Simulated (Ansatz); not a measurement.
The cation of `N#[C][Sn]([F])([F])[F]` at the neutral geometry.

```yaml
crystal:
  periodic: [false, false, false]
  atoms:
    - {symbol: N, position_ang: [1.756244, -1.638914, 1.200683]}
    - {symbol: C, position_ang: [1.003150, -0.938906, 0.684319]}
    - {symbol: Sn, position_ang: [-0.345665, 0.317542, -0.251151]}
    - {symbol: F, position_ang: [-1.763534, -0.650167, -1.014296]}
    - {symbol: F, position_ang: [0.477103, 1.298219, -1.626102]}
    - {symbol: F, position_ang: [-1.085198, 1.548326, 0.960249]}
basis:
  gaussian: {orbitals: def2-TZVPP}
total_charge: 1
magnetization: {spin_polarized: true, initial_magnetization: 1}
hamiltonian: {xc: {name: wB97M-V}}
```

```sh
$ ansatz run in.yaml --threads 2 --pin off --events-out ev --progress --plain --max-ram 32768MiB --backend cpu
```

It prints (some lines left out):

```
Functional definition: wB97M-V
1235 factors; their error is unknown
233 factors; integrals over basis functions are off by at most 8.6e-6 eV
mean field evaluation 1: about -16485.0167 eV, gradient 6.5e1 eV
mean field evaluation 2: about -16460.4376 eV, gradient 1.1e2 eV
mean field evaluation 4: about -16497.1699 eV, gradient 8.5e0 eV
mean field evaluation 8: about -16497.5021 eV, gradient 3.5e-1 eV
mean field evaluation 16: about -16497.5807 eV, gradient 2.2e-2 eV
mean field -16497.76082001 eV, -606.2815275516 hartree, gradient 6.6e-6 eV, S^2 0.752896; 6 other end points of the search recorded, 0 dependent functions left out
reference -16497.76087069 eV, -606.2815294138 hartree; 31, 30 occupied and 174, 175 virtual orbitals, 1235 factors
Total energy: -16497.76087069 eV, -606.2815294138 hartree
```

Run time 2.7 min (2 threads of an AMD EPYC 7R13 on a shared host); peak host memory 1.2 GiB.
